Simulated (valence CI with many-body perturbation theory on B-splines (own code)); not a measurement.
# Pm XLIX in three bases

Computed by relativistic CI+MBPT: three valence electrons over a frozen Dirac-Fock core [Ne], radial functions for each j: 9 s, 9 p, 8 d, 6 f, 3 g, 1 h, with the one-electron correlation potential Σ1 (screened to all orders), the two-electron term Σ2, the three-electron term Σ3, Breit, model QED; selected single and double excitations, second order for the rest, scaled by the run's own slope (own B-spline code, finite nucleus).

No measured spectrum was set against this ion. As an estimate, large intervals hold to a few tenths of a per cent, small ones and those within an open d or f shell to about a per cent.

The reference run has the lowest level (3s^2 3p1/2) J=1/2 and an ionisation energy of 4166.54 eV. Its largest variational space holds 8467 state functions.

Levels are named by their leading jj configuration (3d3/2^4 stands for four electrons in 3d with j = 3/2), which in mixed levels can hold well under half, so a name can repeat and another be missing. Letters in brackets count levels of one name in rising energy.

Changed runs:
A. basis 6 s, 6 p, 5 d, 3 f, 1 g
B. basis 5 s, 5 p, 4 d, 2 f

Excitation energies of the reference run in cm⁻¹, and shifts in cm⁻¹:

| Level | Reference | A | B |
| --- | --- | --- | --- |
| (3s 3p1/2^2) J=1/2 | 991943 | -18 | -69 |
| (3s^2 3p3/2) J=3/2 | 1178010 | -31 | -61 |
| (3s 3p1/2 3p3/2) J=3/2 [a] | 1992470 | -164 | -490 |
| (3s 3p1/2 3p3/2) J=5/2 | 2101920 | -48 | -127 |
| (3s 3p1/2 3p3/2) J=3/2 [b] | 2244410 | +11 | +53 |
| (3s 3p1/2 3p3/2) J=1/2 | 2310670 | +49 | +204 |
| (3s^2 3d3/2) J=3/2 | 2644430 | +274 | +897 |
| (3s^2 3d5/2) J=5/2 | 2849450 | +159 | +461 |
| (3p1/2^2 3p3/2) J=3/2 | 3237860 | -39 | -118 |
| (3s 3p3/2^2) J=5/2 | 3275970 | -3.2 | +102 |
| (3s 3p1/2 3d3/2) J=3/2 [a] | 3350250 | -13 | -64 |
| (3s 3p1/2 3d3/2) J=5/2 | 3429950 | +75 | +177 |
| Ionisation energy (eV) | 4166.54 | -0.02 | -0.06 |
